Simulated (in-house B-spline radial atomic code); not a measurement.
## Ionising Br IV (Br3+) with different functionals

Computed with a radial B-spline atomic code at the basis-set limit: four-component Dirac-Coulomb Hamiltonian, Fermi nucleus of rms radius 4.1629 fm, spin-restricted, spherical fractional occupations for the functionals, and exact exchange of hybrids averaged over the configuration. The ionisation energy is the difference of two self-consistent energies, [Ar] 3d10 4s2 4p2 → [Ar] 3d10 4s2 4p1, without Breit or QED terms; ε is the level of the shell that loses the electron (mean over j). The electron is taken from both j subshells in proportion to 2j + 1, so the result is a j average, not the step between ground levels.

```
   method                    rung  ΔSCF (eV)  -ε(4p) (eV)
     PBE0           global hybrid      46.11        41.61
    B3LYP           global hybrid          ?            ?
  LC-wPBE  range-separated hybrid      46.25        44.68
CAM-B3LYP  range-separated hybrid          ?            ?
```

(1) What does CAM-B3LYP give?

(2) What does B3LYP give?

(3) Among the functionals, which spreads more, the ΔSCF values or the orbital energies?

(4) How do they compare with the NIST value?

Answers

(1) ΔSCF 46.28 eV, and -ε(4p) = 43.20 eV.

(2) ΔSCF 46.24 eV, and -ε(4p) = 41.36 eV.

(3) The orbital energies: ΔSCF values span about 0.16 eV and the orbital energies 3.32 eV; here energy differences depend much less on the functional than eigenvalues do.

(4) NIST lists 47.78 eV ± 0.012 (measured, ground level to ground level). Errors run from -1.67 to -1.51 eV. The correlated functionals all miss on the same side by more than they spread, so the cause is common to them (Breit-QED terms, spin polarisation, the choice among j levels, multiplet and fine-structure energies, or a listed next ion that isn't the cheapest removal here) and closeness doesn't rank the functionals.
